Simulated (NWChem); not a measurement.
System meant: hexafluoropropylene oxide (C₃F₆O); SMILES FC(F)(F)C1(F)OC1(F)F

Input file for NWChem:

```
start job
memory heap 200 mb stack 900 mb global 1100 mb
geometry units angstroms noautosym nocenter noautoz
  F      1.518864     1.517128    -0.060814
  C      0.198659     1.394199     0.063170
  F     -0.402498     2.504894    -0.360188
  O     -0.270870     0.845772     1.245144
  C     -0.505699     0.119409     0.035773
  F     -1.783110     0.075073    -0.378184
  C      0.146298    -1.254342    -0.065691
  F     -0.542143    -2.142326     0.664682
  F      1.408164    -1.215227     0.373791
  F      0.142232    -1.656854    -1.346223
end
basis spherical
  * library 6-31g*
end
dft
  xc m06-l
  iterations 150
end
property
  shielding
end
task dft property
```

End of the output:

```
 Vector   43  Occ=0.000000D+00  E= 1.089966D-01
              MO Center=  3.7D-02,  1.1D+00,  3.5D-01, r^2= 2.3D+00
   Bfn.  Coefficient  Atom+Function         Bfn.  Coefficient  Atom+Function
  ----- ------------  ---------------      ----- ------------  ---------------
    62      0.763428   5 C  s                48     -0.682300   4 O  s
    23      0.549462   2 C  pz               20      0.503486   2 C  s
    19      0.477005   2 C  pz               51      0.420881   4 O  pz
    22      0.376115   2 C  py               18      0.299643   2 C  py
    34     -0.265543   3 F  s                47      0.253555   4 O  pz

 center of mass
 --------------
 x =   0.00258072 y =  -0.00897382 z =  -0.00814046

 moments of inertia (a.u.)
 ------------------
        1642.338054492243         -13.898382773222         -27.681221100640
         -13.898382773222         826.936799879217         -22.131966331763
         -27.681221100640         -22.131966331763        1929.033346593253

     Multipole analysis of the density
     ---------------------------------

     L   x y z        total         alpha         beta         nuclear
     -   - - -        -----         -----         ----         -------
     0   0 0 0     -0.000000    -40.000000    -40.000000     80.000000

     1   1 0 0      0.061856      0.085570      0.085570     -0.109285
     1   0 1 0      0.015442     -0.054606     -0.054606      0.124654
     1   0 0 1     -0.215873     -0.295246     -0.295246      0.374619

     2   2 0 0    -38.503321   -151.374151   -151.374151    264.244981
     2   1 1 0      0.225937     -3.023784     -3.023784      6.273505
     2   1 0 1     -0.033799     -6.309544     -6.309544     12.585289
     2   0 2 0    -38.194400   -346.654806   -346.654806    655.115211
     2   0 1 1     -0.281350     -6.279213     -6.279213     12.277076
     2   0 0 2    -37.954271    -84.136984    -84.136984    130.319698

          -----------------------------------------
          Chemical Shielding Tensors (GIAO, in ppm)
          -----------------------------------------

 ------------------------------------------------------------------------
  xm06: d2 not coded                    0
 ------------------------------------------------------------------------
 ------------------------------------------------------------------------
  current input line :
    25: task dft property
 ------------------------------------------------------------------------
 ------------------------------------------------------------------------
 This error has not yet been assigned to a category
 ------------------------------------------------------------------------
 For more information see the NWChem manual at https://nwchemgit.github.io

0: xm06: d2 not coded:Received an Error in Communication
```

Task: Can this run be used? If not, why, and what is the fix?

Result: The program stopped with an error. Cause: this functional's second derivatives, which shieldings need, aren't coded here; the fix takes a hybrid GGA instead. This input runs:
```
start job
memory heap 200 mb stack 900 mb global 1100 mb
geometry units angstroms noautosym nocenter noautoz
  F      1.518864     1.517128    -0.060814
  C      0.198659     1.394199     0.063170
  F     -0.402498     2.504894    -0.360188
  O     -0.270870     0.845772     1.245144
  C     -0.505699     0.119409     0.035773
  F     -1.783110     0.075073    -0.378184
  C      0.146298    -1.254342    -0.065691
  F     -0.542143    -2.142326     0.664682
  F      1.408164    -1.215227     0.373791
  F      0.142232    -1.656854    -1.346223
end
basis spherical
  F library 6-31g*
  C library 6-31g*
  O library 6-31g*
end
dft
  xc pbe0
  iterations 150
end
property
  shielding
end
task dft property
```
It converges to -787.78048 Ha (PBE0/6-31G* (spherical d), GIAO).
